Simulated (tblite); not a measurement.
Species: C₇H₁₁O (doublet state).
Z-matrix (Å and degrees, GFN2-xTB geometry), rows numbered from 1:
```
C 
C   1  1.3188
C   2  1.5089  1  124.52
C   3  1.4892  2  109.51  1  -123.09
C   4  1.4811  3  118.10  2   -92.72
C   4  1.4324  3  123.09  2    84.55
C   6  1.5144  4  117.96  3     2.48
O   6  1.2333  4  121.39  3  -177.84
H   1  1.0768  2  121.66  3  -179.69
H   1  1.0779  2  122.18  3    -0.60
H   2  1.0814  1  120.51  3  -179.60
H   3  1.0903  2  109.16  1    -0.48
H   3  1.0940  2  108.22  1   117.95
H   5  1.0934  4  110.40  3   -68.47
H   5  1.0874  4  109.95  3   171.52
H   5  1.0916  4  110.95  3    49.81
H   7  1.0873  6  110.53  4   -56.95
H   7  1.0864  6  108.84  4  -177.20
H   7  1.0883  6  110.30  4    63.44
```

Method: GFN2-xTB as coded in tblite; computed harmonic values from a numerical Hessian at the method's own geometry, unscaled. Against measured fundamentals such values can be off by several per cent, at times by over 20. One conformer, not necessarily the lowest. Open shells enter through the occupations alone, without spin polarisation, and single modes of such species can be off by tens of per cent.

Harmonic wavenumbers (cm⁻¹): 57.2, 71.0, 91.2, 103.3, 173.6, 182.0, 264.2, 322.8, 364.9, 419.8, 430.3, 541.6, 557.8, 633.4, 760.6, 891.5, 907.2, 933.4, 956.2, 970.2, 992.5, 999.7, 1018.1, 1057.1, 1125.1, 1174.1, 1246.1, 1283.5, 1287.7, 1369.9, 1376.8, 1377.8, 1408.5, 1441.0, 1445.8, 1458.1, 1471.9, 1475.0, 1581.7, 1706.6, 2946.4, 2948.9, 2980.3, 2993.7, 3017.7, 3033.0, 3048.6, 3061.2, 3065.4, 3098.9, 3125.1.

A = 2872, B = 1508, C = 1109 MHz; mass 111.081 u (most abundant isotopes); point group C1, symmetry number 1; spin multiplicity 2.

Q: Zero-point energy?

A: Half the sum of the wavenumbers: 34624 cm⁻¹ = 99.00 kcal/mol.

Q: Give the ideal-gas entropy at 298.15 K and 1 bar in the rigid-rotor, harmonic-oscillator model (classical rotation).

A: Translation 40.06, rotation 28.59, vibration 29.24, spin (R ln 2) 1.38: S = 99.3 cal/(mol K).

Q: And Cp and H(298.15 K) − H(0)?

A: Cp = 36.92 cal/(mol K), of which vibrations give 28.97 (their classical limit is 51 R = 101.3); H(298.15 K) − H(0) = 6.89 kcal/mol without the zero-point energy, 4.52 from vibrations.

Q: What must be added to the electronic energy to get the Gibbs energy at 298.15 K and 1 bar?

A: ZPE + [H(298.15 K) − H(0)] − T·S = 99.00 + 6.89 − 29.60 = 76.29 kcal/mol.

Q: Which modes carry the vibrational entropy at 298.15 K?

A: 57.2 cm⁻¹: 4.55; 71.0 cm⁻¹: 4.13; 91.2 cm⁻¹: 3.63; 103.3 cm⁻¹: 3.39; 173.6 cm⁻¹: 2.40; 182.0 cm⁻¹: 2.31 cal/(mol K); the other 45 give 8.83 together.

Hindered rotation and anharmonicity are outside this model. Other conformers, if any are populated, would add a mixing term that is left out. The structure is chiral; the term R ln 2 for an equal mix with its mirror image is left out.
